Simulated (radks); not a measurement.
All-electron atom: Tl+ in [Hg]. All-electron calculation, scalar-relativistic Kohn-Sham, LDA (Slater exchange, Perdew-Wang correlation), spin-polarised, spherical densities, point nucleus; hard spherical wall at 20 bohr. Program: a radial shooting solver on a logarithmic mesh with Libxc functionals.

Unscreened Slater integrals over Kohn-Sham orbitals (eV). They are taken over the spin-up orbitals. Empty in this configuration: 6p.

| integral | value |
|---|---|
| F0(6s,6s) | 10.324 |
| F0(6s,5d) | 12.255 |
| G2(6s,5d) | 2.7591 |
| F0(6s,5p) | 12.843 |
| G1(6s,5p) | 0.92121 |
| F0(6s,4f) | 13.580 |
| G3(6s,4f) | 0.35049 |
| F0(6s,6p) | 8.6584 |
| G1(6s,6p) | 5.1644 |
| F0(5d,5d) | 17.809 |
| F2(5d,5d) | 9.1842 |
| F4(5d,5d) | 6.0796 |
| F0(5d,5p) | 20.292 |
| F2(5d,5p) | 10.038 |
| G1(5d,5p) | 12.118 |
| G3(5d,5p) | 7.5042 |
| F0(5d,4f) | 23.189 |
| F2(5d,4f) | 5.4132 |
| F4(5d,4f) | 2.5135 |
| G1(5d,4f) | 1.6535 |
| G3(5d,4f) | 1.6114 |
| G5(5d,4f) | 1.3052 |
| F0(5d,6p) | 9.5513 |
| F2(5d,6p) | 2.8540 |
| G1(5d,6p) | 1.2449 |
| G3(5d,6p) | 0.99354 |
| F0(5p,5p) | 24.307 |
| F2(5p,5p) | 13.081 |
| F0(5p,4f) | 30.031 |
| F2(5p,4f) | 9.2714 |
| G2(5p,4f) | 3.3355 |
| G4(5p,4f) | 2.8805 |
| F0(5p,6p) | 9.8207 |
| F2(5p,6p) | 1.9968 |
| G0(5p,6p) | 0.32414 |
| G2(5p,6p) | 0.43207 |
| F0(4f,4f) | 53.113 |
| F2(4f,4f) | 26.594 |
| F4(4f,4f) | 16.983 |
| F6(4f,4f) | 12.307 |
| F0(4f,6p) | 10.187 |
| F2(4f,6p) | 0.85246 |
| G2(4f,6p) | 0.18456 |
| G4(4f,6p) | 0.17254 |
| F0(6p,6p) | 7.6784 |
| F2(6p,6p) | 4.1305 |
